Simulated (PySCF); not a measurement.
**MGa cations for M along the alkaline earths**

CCSD(T) with double-zeta basis sets in PySCF, for the lowest determinant that a PBE0 search found; no spin–orbit coupling. De refers to high-spin ground-configuration atoms (the charge goes to the atom of lower measured ionisation energy or higher electron affinity, which is not always the lowest computed limit).

```csv
M,basis,"reference, frozen orbitals",charged atom,state (unpaired electrons),Re (Å),ωe (cm⁻¹),De (eV)
Be,cc-pVDZ/cc-pVDZ-PP,"RHF, 4",Ga+,singlet (closed shell),2.865,214,0.47
Mg,def2-SVP,"RHF, 10",Ga+,singlet (closed shell),3.151,149,0.80
Ca,pcseg-1,"RHF, 14",Ga+,singlet (closed shell),3.544,125,1.35
Sr,def2-SVP,"RHF, 9",Sr+,singlet (closed shell),3.619,99.8,1.24
```

(1) By what factor does the bond length vary along the series?

The rows differ in basis set, which adds steps of its own.

Down a group the atoms grow and get heavier, so bonds lengthen and wavenumbers fall; this series shows no clear exception.

Correlated steps freeze the inner cores (4 to 14 orbitals); shallow outer-core shells are correlated. Weak bonds: BeGa⁺. Basis-set superposition, not corrected here, can be much of De in a small basis, most of all at correlated wavefunction levels. For an ion De counts to the pair picked by the measured ionisation energies or electron affinities, which need not be the lowest pair at this level. Where the molecule has an RHF reference, its open-shell atoms are computed with UHF.

Answers

(1) At CCSD(T) it runs from 2.865 Å (BeGa⁺) to 3.619 Å (SrGa⁺), a factor of 1.26.
